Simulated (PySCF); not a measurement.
C₂H₂BF₃O.
Structure used (PBE0-D3(BJ)/def2-SVP), in Å, numbered top down from 1:
```
atom  x, y, z in Å
F1     1.4592    1.5332    0.4997
B2     1.4057    0.3455   -0.0627
F3     2.5302   -0.3175   -0.2270
C4     0.0400   -0.2793   -0.4790
O5    -1.0416    0.6510   -0.7378
C6    -1.1463   -0.1100    0.3789
F7    -2.0858   -1.0657    0.3592
H8     0.0177   -1.1710   -1.1180
H9    -1.1208    0.3986    1.3522
```

The closed-shell ground state was solved at several levels (PySCF, density fitting, gas phase, non-relativistic).

```tsv
level	basis functions	total energy (Eh)	HOMO (eV)	LUMO (eV)	gap (eV)	dipole (D)
B3LYP/cc-pVTZ	238	-477.2860	-8.62	-1.00	7.62	0.97
CAM-B3LYP/pcJ-1	209	-476.9622	-10.39	0.32	10.71	1.16
HF/pcSseg-2	280	-475.0363	-12.84	2.45	15.29	1.20
HF/pcJ-1	209	-474.8311	-12.90	2.97	15.87	1.34
CAM-B3LYP/pcSseg-2	280	-477.1648	-10.49	0.18	10.67	1.08
```

Estimate the row for PBE0/def2-TZVP, a basis of 229 functions; the other rows only guide the guess.

Total energy -476.8193 Eh, HOMO -8.94 eV, LUMO -0.80 eV, gap 8.14 eV, dipole 0.95 D.

Over all these levels, which gives the widest orbital gap and which the narrowest?

HF/pcJ-1 (Hartree–Fock, all exact exchange) has the widest, 15.87 eV, and B3LYP/cc-pVTZ (global hybrid, 20 % exact exchange) the narrowest, 7.62 eV. Functional and basis both differ between the two, so the spread mixes both effects.

How far do the dipole and the HOMO energy spread over the levels?

The dipole runs from 0.95 to 1.34 D (mean 1.12 D) and the HOMO from -12.90 to -8.62 eV.

One conformer stands for the species.
